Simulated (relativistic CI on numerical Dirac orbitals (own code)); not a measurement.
## Sc³⁺ in a cubic cluster: L2,3 absorption with charge transfer

Computed with a charge-transfer multiplet model of a cubic metal-ligand cluster with up to 2 ligand holes, Slater and spin-orbit integrals from Dirac-Coulomb-Breit ions, Slater integrals scaled by 0.7. The ground state mixes d0 with configurations of k ligand holes L, whose averages lie at kΔ + k(k − 1)U_dd/2; a core hole lowers each added d electron by U_cd. 20 K, Lorentzian 0.4 eV and Gaussian 0.3 eV FWHM.

Atomic integrals in eV (Slater integrals scaled, ζ unscaled), ground: F2dd 4.121, F4dd 2.525, zeta_d 0.005; with the core hole: F2dd 4.121, F4dd 2.525, zeta_d 0.020, zeta_core 3.005, F2cd 3.598, G1cd 2.586, G3cd 1.465. Where a configuration has fewer than two d electrons, the dd integrals are those of d2.

Cluster parameters (eV): U_dd = 5.4, U_cd = 6.9, 10Dq = 0.65, 10Dq(ligand) = 0.8, V(eg) = 2.3, V(t2g) = -1.12, final-state hopping factor = 1.

Weights, n_d and S are thermal averages at 20 K. Photon energies count from the first peak over 30 % of the highest in each spectrum, which can be another peak from case to case. The parameters are a model scan and need not match a compound or its usual spin state. Peaks in eV (height, largest 100): -1.5 (23), 0.0 (100), 2.7 (39), 4.2 (84).

**Question.** Which parameters give this spectrum?
A. Δ = 4.3 eV
B. Δ = 1.3 eV
C. Δ = 2.3 eV

**Answer.** A. Δ = 4.3 eV; the ground state then has 0.52 d electrons and S = 0.00. The choice follows from running the model for each set and comparing peak positions and heights. The space is cut while the next configuration still counts.
